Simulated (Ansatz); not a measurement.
`N[SiH2][SiH](O)F` + `BO` → `BO[SiH](O)F` + `N[SiH3]`  (cleavage of the Si–Si bond)

Isolated molecules relaxed with PBE0-D4/def2-TZVP in Ansatz; ΔE leaves out vibrations. CCSD(T)/CBS is the MP2 limit (def2-TZVPP, def2-QZVPP) plus CCSD(T) − MP2 in def2-TZVPP, frozen cores. This one scheme is used for every species. Each species was taken in one conformer, which may not be the lowest.

| species | CCSD(T)/CBS(def2) energy (Eh) |
| --- | --- |
| `N[SiH2][SiH](O)F` | -811.57771 |
| `BO` | -101.80414 |
| `BO[SiH](O)F` | -566.62596 |
| `N[SiH3]` | -346.80422 |

Problem. Work out ΔE.

Solution. ΔE = (-566.62596) + (-346.80422) − (-811.57771) − (-101.80414) = -0.04833 Eh = -126.9 kJ/mol.

Largest T1 diagnostic among the species: 0.014.

The D4 term adds +4.3 kJ/mol with B3LYP and +2.5 kJ/mol with PBE0; it sums over pairs of atoms, weighted by their polarisabilities, and B3LYP, whose exchange is more repulsive, gets the larger term. From PBE to PBE0 (25 % exact exchange), in def2-TZVPP and without D4, ΔE moves by −13.5 kJ/mol. In def2-TZVPP, CCSD(T) changes the Hartree–Fock value by +33.8 kJ/mol (the triples alone add +5.2 kJ/mol) and MP2 by +27.6 kJ/mol.

B3LYP here is the variant with VWN-RPA as its local correlation; programs differ in this.
